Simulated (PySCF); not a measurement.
Compound: C₃H₂F₃OS (charge -1).
SMILES with atom numbers: `[F:1][C:2]([F:3])([F:4])[O:5]/[CH:6]=[CH:7]\[S-:8]` (hydrogens: H9 on C6; H10 on C7)

The geometry is computed with GFN2-xTB (gas phase).

What internal coordinates does the optimisation give?

| bond | length (bohr) | order |
| --- | --- | --- |
| F1–C2, C2–F4 | 2.548 | single |
| C2–F3 | 2.606 | single |
| C2–O5 | 2.427 | single |
| O5–C6 | 2.738 | single |
| C6=C7 | 2.545 | double |
| C7–S8 | 3.180 | single |
| C6–H9 | 2.042 | single |
| C7–H10 | 2.062 | single |

Bonds in one row agree within 0.02 bohr and their mean is given. Orders are formal, as drawn. A selection of angles:
| angle | degrees |
| --- | --- |
| F1–C2–F3 | 103.8 |
| F1–C2–F4 | 105.6 |
| F1–C2–O5 | 111.1 |
| F3–C2–O5 | 114.3 |
| F4–C2–O5 | 117.7 |
| C2–O5–C6 | 114.2 |
| O5–C6–C7 | 122.5 |
| O5–C6–H9 | 112.8 |
| C7–C6–H9 | 124.7 |
| C6–C7–S8 | 129.4 |
| C6–C7–H10 | 114.2 |
| S8–C7–H10 | 116.3 |

Dihedral angles: F1–C2–O5–C6 -176° (antiperiplanar); C2–O5–C6–C7 113° (anticlinal); O5–C6–C7–S8 0° (synperiplanar). The mirror-image conformer, all signs reversed, is as good.

C7 (alkene CH carbon) is planar (angles 129.4°, 116.3° and 114.2°, sum 360.0°, 0.01 Å off the plane of its three neighbours). The C–F distances run from 1.348 Å (F1–C2, drawn single) to 1.379 Å (C2–F3, drawn single), a spread of 0.031 Å. C6 (carbon bonded to C, O and H) is planar (angles 124.7°, 122.5° and 112.8°, sum 360.0°, 0.01 Å off the plane of its three neighbours). The 2 C–O bonds span 1.284 Å (C2–O5, drawn single) to 1.449 Å (O5–C6, drawn single), a spread of 0.165 Å. Of the pairs four or more bonds apart, F3···H9 is among the closest relative to their van der Waals radii: 2.64 Å, 99 % of the sum of Bondi's values.

Point group: C1 (no symmetry element, even within 0.4 Å). Whether it is a minimum is left open (no frequencies).
